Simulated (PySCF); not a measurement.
Q: Write a Z-matrix for `CC1(C)[C@H]2C[C@@H]3[C@H]2[C@@H]31` as optimised with GFN2-xTB.

A: 
Z-matrix in Å and degrees, rows numbered from 1:
```
C 
C   1  1.5240
C   2  1.5257  1  110.06
C   2  1.5224  1  118.18  3  -129.89
C   4  1.5199  2  107.71  1   -84.91
C   5  1.5163  4  107.84  2    -0.38
C   6  1.5332  5   85.59  4   -35.77
C   4  1.4995  2   91.71  1  -143.40
H   1  1.0881  2  109.76  3    44.53
H   1  1.0882  2  110.33  3   -74.80
H   1  1.0860  2  111.65  3   163.95
H   3  1.0883  2  110.70  1   -62.47
H   3  1.0874  2  110.62  1   177.34
H   3  1.0883  2  110.04  1    57.36
H   4  1.0776  2  126.76  1    73.71
H   5  1.0775  4  121.98  8  -118.89
H   6  1.0893  5  111.10  4  -147.46
H   6  1.0886  5  119.26  4    84.09
H   7  1.0847  2  119.91  1   -86.95
H   8  1.0724  4  132.78  5   123.00
```

The 4-membered ring C5–C6–C7–C8 has internal angles of 85.4° to 91.5°; it is puckered, 0.15 Å rms from its mean plane, widest ring torsion 23°. The 4-membered ring C2–C4–C8–C7 has internal angles of 85.1° to 91.7°; it is puckered, 0.15 Å rms from its mean plane, widest ring torsion 23°. Of the pairs four or more bonds apart, H11···H18 is among the closest relative to their van der Waals radii: 2.16 Å, 90 % of the sum of Bondi's values. The C–C distances run from 1.499 Å (C4–C8, drawn single) to 1.555 Å (C7–C8, drawn single), a spread of 0.056 Å.

Structure optimised with GFN2-xTB, isolated species.

Point group: C1 (no symmetry element, even within 0.4 Å). GFN2-xTB frequencies: not computed here.
